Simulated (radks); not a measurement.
Values are calculated unless marked as measured or tabulated.
Problem. Co I, 27 electrons, occupied as [Ar] 3d7 4s2 (the NIST ground configuration). Code: a radial shooting solver on a logarithmic mesh with Libxc functionals. Model: Dirac Kohn-Sham, PBE, spin-unpolarised, spherical densities, point nucleus; open shells are shared between the two j in proportion to 2j + 1. Some entries of the table are withheld. Estimate them.

orbital,occ.,eigenvalue (eV),<r^2> (bohr^2),<r> (bohr)
1s1/2,2,(1),(2),0.05619
2s1/2,2,-898.7271,0.07698,0.2553
2p1/2,2,-779.6104,0.06108,0.2228
2p3/2,4,-764.7875,0.06267,0.2259
3s1/2,2,-102.3796,0.6913,0.7735
3p1/2,2,-66.8641,0.7739,0.8095
3p3/2,4,-65.0107,0.7927,0.8192
3d3/2,2.8,-8.3198,(3),1.067
3d5/2,4.2,-8.1275,(4),1.074
4s1/2,2,-5.4696,9.789,2.894

Solution. 
(1) 1s1/2 eigenvalue (eV): -7591.358
(2) 1s1/2 <r^2> (bohr^2): 0.004247
(3) 3d3/2 <r^2> (bohr^2): 1.543
(4) 3d5/2 <r^2> (bohr^2): 1.567
